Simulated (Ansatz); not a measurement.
Reaction (ligand exchange at the Si–S bond): `C=C(S)S[SiH2]F` + `BN` → `BN[SiH2]F` + `C=C(S)S`

Program: Ansatz. Geometries: PBE0-D4/def2-TZVP. ΔE: electronic, gas phase. CBS: MP2 limit from def2 TZ/QZ plus the TZ coupled-cluster correction, frozen cores. This one scheme is used for every species. DFT in def2-TZVPP. B3LYP here is the variant with VWN-RPA as its local correlation; programs differ in this. Each species was taken in one conformer, which may not be the lowest.

```json
{"level": "PBE-D4", "ΔE (kcal/mol)": "4.3", "difference from CCSD(T)/CBS": "2.8"}
{"level": "r2SCAN-D4", "ΔE (kcal/mol)": "2.5", "difference from CCSD(T)/CBS": "1.0"}
{"level": "PBE0-D4", "ΔE (kcal/mol)": "3.4", "difference from CCSD(T)/CBS": "1.9"}
{"level": "B3LYP-D4", "ΔE (kcal/mol)": "2.1", "difference from CCSD(T)/CBS": "0.6"}
{"level": "ωB97X-V", "ΔE (kcal/mol)": "1.7", "difference from CCSD(T)/CBS": "0.2"}
{"level": "ωB97M-V", "ΔE (kcal/mol)": "1.8", "difference from CCSD(T)/CBS": "0.3"}
{"level": "B2PLYP", "ΔE (kcal/mol)": "0.6", "difference from CCSD(T)/CBS": "-0.9"}
{"level": "PBE", "ΔE (kcal/mol)": "3.2", "difference from CCSD(T)/CBS": "1.7"}
{"level": "r2SCAN", "ΔE (kcal/mol)": "2.1", "difference from CCSD(T)/CBS": "0.6"}
{"level": "PBE0", "ΔE (kcal/mol)": "2.3", "difference from CCSD(T)/CBS": "0.8"}
{"level": "B3LYP", "ΔE (kcal/mol)": "0.3", "difference from CCSD(T)/CBS": "-1.2"}
{"level": "HF/def2-TZVPP", "ΔE (kcal/mol)": "-2.5", "difference from CCSD(T)/CBS": "-4.0"}
{"level": "MP2/def2-TZVPP", "ΔE (kcal/mol)": "1.5", "difference from CCSD(T)/CBS": "0.0"}
{"level": "SCS-MP2/def2-TZVPP", "ΔE (kcal/mol)": "0.4", "difference from CCSD(T)/CBS": "-1.1"}
{"level": "CCSD/def2-TZVPP", "ΔE (kcal/mol)": "0.0", "difference from CCSD(T)/CBS": "-1.5"}
{"level": "CCSD(T)/def2-TZVPP", "ΔE (kcal/mol)": "0.8", "difference from CCSD(T)/CBS": "-0.7"}
{"level": "HF/def2-QZVPP", "ΔE (kcal/mol)": "-2.8", "difference from CCSD(T)/CBS": "-4.3"}
{"level": "MP2/def2-QZVPP", "ΔE (kcal/mol)": "1.8", "difference from CCSD(T)/CBS": "0.3"}
{"level": "SCS-MP2/def2-QZVPP", "ΔE (kcal/mol)": "0.7", "difference from CCSD(T)/CBS": "-0.8"}
{"level": "HF/CBS(def2)", "ΔE (kcal/mol)": "-2.8", "difference from CCSD(T)/CBS": "-4.3"}
{"level": "MP2/CBS(def2)", "ΔE (kcal/mol)": "2.2", "difference from CCSD(T)/CBS": "0.7"}
{"level": "CCSD/CBS(def2)", "ΔE (kcal/mol)": "0.7", "difference from CCSD(T)/CBS": "-0.8"}
{"level": "CCSD(T)/CBS", "ΔE (kcal/mol)": "1.5", "difference from CCSD(T)/CBS": "0"}
```

Largest T1 diagnostic among the species: 0.013.

The D4 term adds +1.8 kcal/mol with B3LYP and +1.1 kcal/mol with PBE0; it sums over pairs of atoms, weighted by their polarisabilities, and B3LYP, whose exchange is more repulsive, gets the larger term. In def2-TZVPP, CCSD(T) changes the Hartree–Fock value by +3.3 kcal/mol (the triples alone add +0.8 kcal/mol) and MP2 by +4.0 kcal/mol. From PBE to PBE0 (25 % exact exchange), in def2-TZVPP and without D4, ΔE moves by −0.8 kcal/mol.
